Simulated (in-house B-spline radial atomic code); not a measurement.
Inner-shell binding energies (edges) and X-ray emission energies of free atoms and ions, as differences of relaxed hole-state energies with first-order Breit, QED and recoil terms, without correlation or multiplet splittings, in NIST's listed ground configurations. For neutral atoms such line energies lie within some 1 to 5 eV of tabulated X-ray lines (up to 20 eV for the heaviest). K = 1s, L1 = 2s. A dash marks a subshell that is part filled or wasn't run, or a line left out. Computed with a B-spline radial code for spherical atoms: Dirac-Hartree-Fock, average of the configuration, finite nuclei.

| ion | configuration | K edge (eV) | L1 edge (eV) |
| --- | --- | --- | --- |
| K6+ | [Ne] 3s2 3p1 | 3739.13 | 502.85 |
| Ca6+ | [Ne] 3s2 3p2 | 4167.75 | 562.3 |
| Sc6+ | [Ne] 3s2 3p3 | ? | ? |
| Ti6+ | [Ne] 3s2 3p4 | 5096.45 | 691.33 |
| V6+ | [Ne] 3s2 3p5 | 5596.69 | 760.94 |
| Cr6+ | [Ne] 3s2 3p6 | ? | ? |
| Mn6+ | [Ar] 3d1 | 6673.04 | 910.48 |

Fill in the row of Sc6+.

K edge (eV): 4620.17; L1 edge (eV): 625.12.

Fill in the row of Cr6+.

K edge (eV): 6120.95; L1 edge (eV): 833.99.
